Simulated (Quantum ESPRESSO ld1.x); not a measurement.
Cd I, configuration [Kr] 4d9 5s2 5p1 (not the ground configuration). Calculated with ld1.x of Quantum ESPRESSO 7.5: Dirac Kohn-Sham, LDA (Slater exchange, VWN5 correlation), spin-unpolarised, spherical densities, point nucleus; open shells are shared between the two j in proportion to 2j + 1.

Normalised radial functions P(r) = r R(r) (large component), r in bohr:

| r | 5s1/2 |
|---|---|
| 0.001905 | 0.0265 |
| 0.002561 | 0.0338 |
| 0.003471 | 0.0428 |
| 0.004667 | 0.0530 |
| 0.006325 | 0.0643 |
| 0.008504 | 0.0750 |
| 0.01143 | 0.0831 |
| 0.0155 | 0.0850 |
| 0.02083 | 0.0753 |
| 0.02823 | 0.0478 |
| 0.03796 | 0.0009 |
| 0.05145 | -0.0630 |
| 0.06917 | -0.1207 |
| 0.093 | -0.1387 |
| 0.126 | -0.0785 |
| 0.1694 | 0.0551 |
| 0.2296 | 0.1885 |
| 0.3088 | 0.1858 |
| 0.4184 | -0.0116 |
| 0.5626 | -0.2588 |
| 0.7564 | -0.3088 |
| 1.025 | -0.0397 |
| 1.378 | 0.3651 |
| 1.868 | 0.6498 |
| 2.511 | 0.6676 |
| 3.403 | 0.4790 |
| 4.576 | 0.2471 |
| 6.152 | 0.0867 |
| 8.338 | 0.0179 |
| 11.21 | 0.0020 |

5s1/2: eigenvalue -8.255 eV, 4 radial nodes at r = 0.0381, 0.152, 0.413, 1.06 bohr, <r> = 2.65 bohr, 90 % of the charge inside 3.98 bohr.
